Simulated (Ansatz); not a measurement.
A nudged elastic band was laid between two geometries of AlClH₄OSi (8 atoms, charge 0, multiplicity 1).

These are results of Ansatz, RKS LDA/def2-SVP, not measurements.

* movable images: 9
* climbing image: yes
* spring: 5.0 eV/Å²
* optimiser: quadratic models (default)
* start path: through a guess of the saddle point
* force threshold: 0.05 eV/Å
* iteration limit: 60
* end points: relaxed

Initial state:

```xyz
8
Properties=species:S:1:pos:R:3
O -1.386 0.143 1.083
Si -0.754 0.690 -0.361
Al 1.339 -0.552 -0.454
Cl 1.299 -1.646 1.378
H -0.783 -0.488 1.536
H -1.686 0.392 -1.512
H -0.558 2.188 -0.350
H 2.622 -0.784 -1.375
```

Final state:

```xyz
8
Properties=species:S:1:pos:R:3
O -1.317 0.021 1.227
Si -0.616 0.509 -0.208
Al 1.496 -0.683 -0.393
Cl 2.077 -1.983 1.153
H -2.180 0.415 1.449
H -1.499 0.219 -1.409
H -0.386 2.010 -0.257
H 2.517 -0.565 -1.617
```

Problem. What changes between the two ends?

Solution. No bond is made or broken. The dihedral H5–O1–Si2–Al3 goes from 2 to 180°.

Problem. Give the energies along the band, and the barrier.

Solution. The run converged. The highest image is number 7 of 0 to 10, 3.3 kcal/mol above the first end and 0.7 kcal/mol above the last; the last end lies 2.6 kcal/mol above the first. A vibrational analysis at the climbing image gives one clearly imaginary mode, 251i cm⁻¹: a first-order saddle point.

```csv
image,path coordinate (Å),energy (kcal/mol),dihedral H5–O1–Si2–Al3 (°)
0,0.00,0.0,2
1,0.32,0.1,15
2,0.64,0.5,27
3,0.95,1.0,37
4,1.27,1.5,49
5,1.59,2.0,66
6,1.91,2.8,91
7,2.23,3.3,121
8,2.64,2.8,160
9,3.05,2.6,178
10,3.46,2.6,180
```

Problem. What is the geometry of the highest image?

Solution. 
```xyz
8
Properties=species:S:1:pos:R:3
O -1.595 -0.237 0.892
Si -0.665 0.495 -0.291
Al 1.466 -0.685 -0.413
Cl 2.186 -1.501 1.391
H -1.886 0.323 1.631
H -1.398 0.482 -1.614
H -0.432 1.961 0.032
H 2.416 -0.894 -1.684
```

Problem. What are the harmonic wavenumbers there?

Solution. 251i, 25, 65, 187, 322, 360, 459, 534, 623, 645, 793, 811, 865, 914, 1871, 2086, 2118, 3803 cm⁻¹.

The band took 18 iterations and of the order of 4 core-minutes.

Time of the run: 4.4 min on 1 thread of Arm Neoverse V1 (shared host), peak memory 0.12 GiB.
